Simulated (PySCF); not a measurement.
**First hyperpolarisability: 4-methylpyridine (c1(C)ccncc1, C6H7N)**

Molfile (atoms numbered from 1):
```
C6H7N
     RDKit          3D

 14 14  0  0  0  0  0  0  0  0999 V2000
    1.9584   -0.1205    0.1368 C   0  0  0  0  0  0  0  0  0  0  0  0
    0.4642   -0.0239    0.0786 C   0  0  0  0  0  0  0  0  0  0  0  0
   -0.1843    1.2051   -0.0788 C   0  0  0  0  0  0  0  0  0  0  0  0
   -1.5753    1.2389   -0.1566 C   0  0  0  0  0  0  0  0  0  0  0  0
   -2.3461    0.1569   -0.0880 N   0  0  0  0  0  0  0  0  0  0  0  0
   -1.7333   -1.0140    0.0649 C   0  0  0  0  0  0  0  0  0  0  0  0
   -0.3501   -1.1584    0.1535 C   0  0  0  0  0  0  0  0  0  0  0  0
    2.3764   -0.2471   -0.8758 H   0  0  0  0  0  0  0  0  0  0  0  0
    2.4053    0.7887    0.5637 H   0  0  0  0  0  0  0  0  0  0  0  0
    2.2842   -0.9832    0.7353 H   0  0  0  0  0  0  0  0  0  0  0  0
    0.3897    2.1337   -0.1380 H   0  0  0  0  0  0  0  0  0  0  0  0
   -2.0911    2.1989   -0.2786 H   0  0  0  0  0  0  0  0  0  0  0  0
   -2.3786   -1.8987    0.1242 H   0  0  0  0  0  0  0  0  0  0  0  0
    0.0891   -2.1512    0.2833 H   0  0  0  0  0  0  0  0  0  0  0  0
  1  2  1  0
  2  3  2  0
  3  4  1  0
  4  5  2  0
  5  6  1  0
  6  7  2  0
  7  2  1  0
  1  8  1  0
  1  9  1  0
  1 10  1  0
  3 11  1  0
  4 12  1  0
  6 13  1  0
  7 14  1  0
M  END
```

Theory: PySCF, quadratic response CAM-B3LYP/def2-TZVPD first hyperpolarisability, Taylor convention, gas phase. Geometry: PBE0-D3(BJ)/def2-SVP.

Q: Give β for the processes computed.

A: In 10⁻³⁰ esu, Taylor convention; the vector part is βᵢ = ⅓ Σⱼ (βᵢⱼⱼ + βⱼᵢⱼ + βⱼⱼᵢ); β∥ is 3/5 of the vector part along the dipole, the dipole points from − to +:
```csv
process,λ (nm),β vector norm,β∥,β HRS,depolarisation ratio
"static β(0;0,0)",∞,0.09,0.05,0.20,1.55
"second harmonic β(−2ω;ω,ω)",1907,0.10,0.06,0.21,1.55
"Pockels β(−ω;ω,0)",1907,0.09,0.05,–,–
"second harmonic β(−2ω;ω,ω)",1064,0.11,0.07,0.24,1.55
"Pockels β(−ω;ω,0)",1064,0.10,0.06,–,–
```

Q: Which lowest excitations, dipole and polarisabilities go with it?

A: S1 5.16 eV (f = 0.005); S2 5.39 eV (f = 0.000); S3 5.55 eV (f = 0.028); dipole 2.81 D; isotropic α 76.6 au static, 76.9 au at 1907 nm, 77.5 au at 1064 nm, 77.7 au at 953.5 nm, 80.3 au at 532 nm.
